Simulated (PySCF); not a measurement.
Ligands exchanged one at a time, B H-SiH3. All species are isolated molecules in the gas phase. Strings in code marks are SMILES.

Quantity: redistribution energy (mixed species minus the weighted end members), in kJ/mol.

Level 1: TPSSh-D3(BJ)/def2-TZVP // B3LYP-D3(BJ)/def2-TZVP (PySCF)
Level 2: B3LYP/6-311+G** // B3LYP-D3(BJ)/def2-TZVP (PySCF)
Level 3: M06-2X/6-31G* // B3LYP-D3(BJ)/def2-TZVP (PySCF)
Level 4: PBE/6-31G* // B3LYP-D3(BJ)/def2-TZVP (PySCF)

```tsv
species	level 2	level 3	level 4
2 of 3 H replaced by SiH3: `[SiH3]B[SiH3]`	4.24	6.90	5.49
1 of 3 H replaced by SiH3: `B[SiH3]`	3.82	6.03	5.13
```

### Question
What does level 1 give for each?

### Answer

- 2 of 3 H replaced by SiH3: `[SiH3]B[SiH3]`: 10.11
- 1 of 3 H replaced by SiH3: `B[SiH3]`: 9.05
